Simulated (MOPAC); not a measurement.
MOPAC input (PM3):

```
PM3 PRECISE GNORM=0.05 LET XYZ UHF MS=0.5 GEO-OK AUX(PRECISION=9) THREADS=1
H4BO2Si

O    -1.40624800 1   -0.90498400 1    0.18951500 1
B    -0.50228900 1    0.10911800 1    0.10194900 1
O    -0.95321800 1    1.39468400 1    0.25858300 1
Si    1.40401100 1   -0.35401200 1   -0.33604200 1
H    -2.30303900 1   -0.59219100 1    0.36881800 1
H    -0.27625400 1    2.07435600 1    0.20327700 1
H     1.90568000 1   -1.68879000 1    0.06221600 1
H     2.40462800 1    0.69960600 1   -0.02425400 1
```

From the output:

```
                                                       MOPAC v23.2.5 Linux

          FINAL HEAT OF FORMATION =       -132.59948 KCAL/MOL =    -554.79624 KJ/MOL

          COSMO AREA              =        113.44 SQUARE ANGSTROMS
          COSMO VOLUME            =        101.19 CUBIC ANGSTROMS

          GRADIENT NORM           =          0.02748          =       0.00971 PER ATOM
          IONIZATION POTENTIAL    =          8.447562 EV
          ALPHA SOMO LUMO (EV)    =         -8.448  0.321
          BETA  SOMO LUMO (EV)    =        -11.409 -1.626
          NO. OF ALPHA ELECTRONS  =         12
          NO. OF BETA  ELECTRONS  =         11
          MOLECULAR WEIGHT        =         74.9259         POINT GROUP:  Cs

          MOLECULAR DIMENSIONS (Angstroms)

            Atom       Atom       Distance
            H     8    H     5     4.32238
            H     6    H     7     3.38985
            H     6    H     8     1.89627

          SCF CALCULATIONS        =        113

   ATOM   CHEMICAL          X               Y               Z
  NUMBER   SYMBOL      (ANGSTROMS)     (ANGSTROMS)     (ANGSTROMS)

     1       O         -1.23625820  *  -0.74823810  *   0.58382074  *
     2       B         -0.30174509  *   0.12157704  *   0.07466236  *
     3       O         -1.11829275  *   1.23225266  *  -0.07234500  *
     4      Si          1.42433162  *  -0.25340585  *  -0.23880639  *
     5       H         -2.09306350  *  -0.34139823  *   0.66975472  *
     6       H         -0.80725103  *   2.05558731  *  -0.41081556  *
     7       H          1.63409968  *  -1.25360650  *  -1.31868183  *
     8       H          2.21360901  *  -0.51682852  *   0.99336723  *

                             CARTESIAN COORDINATES

   1    O       -1.236258201    -0.748238095     0.583820744
   2    B       -0.301745088     0.121577043     0.074662361
   3    O       -1.118292754     1.232252664    -0.072345005
   4   Si        1.424331621    -0.253405854    -0.238806392
   5    H       -2.093063505    -0.341398232     0.669754716
   6    H       -0.807251033     2.055587314    -0.410815558
   7    H        1.634099677    -1.253606495    -1.318681831
   8    H        2.213609006    -0.516828520     0.993367227

           Empirical Formula: H4 O2 B Si  =     8 atoms

      MOLECULAR POINT GROUP   :   Cs

          ALPHA EIGENVALUES
 -39.05671 -36.39537 -21.17502 -18.82151 -16.31127 -15.25182 -14.63453 -12.80690
 -11.88522 -11.65232 -11.48835  -8.44756   0.32107   1.50380   1.58770   2.82055
   3.99023   4.32801   5.82067   6.73156

           BETA EIGENVALUES
 -39.03890 -36.37634 -21.21246 -18.81876 -16.18756 -15.21471 -14.57628 -12.78841
 -11.84389 -11.62332 -11.40885  -1.62649   0.43654   1.62672   1.82727   3.04994
   4.02223   4.38140   5.83862   6.74921

              NET ATOMIC CHARGES AND DIPOLE CONTRIBUTIONS

  ATOM NO.   TYPE          CHARGE      No. of ELECS.   s-Pop       p-Pop
    1          O          -0.244409        6.2444     1.71690     4.52751
    2          B          -0.157781        3.1578     1.08971     2.06807
    3          O          -0.298435        6.2984     1.71643     4.58201
    4         Si           0.434727        3.5653     1.01363     2.55164
    5          H           0.199997        0.8000     0.80000
    6          H           0.195808        0.8042     0.80419
    7          H          -0.064951        1.0650     1.06495
    8          H          -0.064957        1.0650     1.06496
 DIPOLE           X         Y         Z       TOTAL
 POINT-CHG.     2.287     0.648    -0.778     2.501
 HYBRID        -1.838     0.356     0.350     1.905
 SUM            0.449     1.004    -0.429     1.181

          ATOMIC ORBITAL ELECTRON POPULATIONS

     Atom    s        px        py        pz
    1  O   1.71690   1.23866   1.59144   1.69740
    2  B   1.08971   0.89308   0.63199   0.54300
    3  O   1.71643   1.60479   1.26610   1.71112
    4 Si   1.01363   0.78395   0.87711   0.89058
    5  H   0.80000
    6  H   0.80419
    7  H   1.06495
    8  H   1.06496

                    (SZ)    =    0.500000
                    (S**2)  =    0.767609

          ATOMIC ORBITAL SPIN POPULATIONS

    Atom   Total    s     px     py     pz
         Atomic
    1  O  0.0187  0.005  0.006  0.003  0.005
    2  B -0.0581 -0.024 -0.025 -0.004 -0.005
    3  O  0.0086  0.000  0.005  0.001  0.002
    4 Si  1.1587  0.199  0.165  0.615  0.180
    5  H  0.0061  0.006
    6  H -0.0005 -0.000
    7  H -0.0667 -0.067
    8  H -0.0668 -0.067

 **********************
 *                    *
 * JOB ENDED NORMALLY *
 *                    *
 **********************

 == MOPAC DONE ==
```

The geometry given is a B3LYP-D3(BJ)/def2-TZVP minimum.
